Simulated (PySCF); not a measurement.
Electron correlation in Mg (magnesium, neutral)

[Ne] 3s1 4s1, high-spin 3S determinant (an excited configuration). Computed with PySCF 2.14 in dyall-acv3z, with the spin-free X2C one-electron Hamiltonian (Gaussian nucleus). Frozen: 1s2; 10 electrons correlated; the 23 highest virtual orbitals of each spin left out.

MP2 pair energies summed by pair of shells (mhartree):

```
 pair   energy  share (%)
2p-2p  -194.04       68.3
2s-2p   -65.92       23.2
2p-3s   -10.35        3.6
2s-2s    -9.99        3.5
3s-4s    -1.94        0.7
2s-3s    -1.06        0.4
2p-4s    -0.86        0.3
2s-4s    -0.09        0.0
```

Total MP2 correlation energy: -284.23 mhartree.

Same-spin part -76.35 and opposite-spin part -207.88 mhartree; SCS-MP2 scales them by 1/3 and 6/5 to -274.91 mhartree.
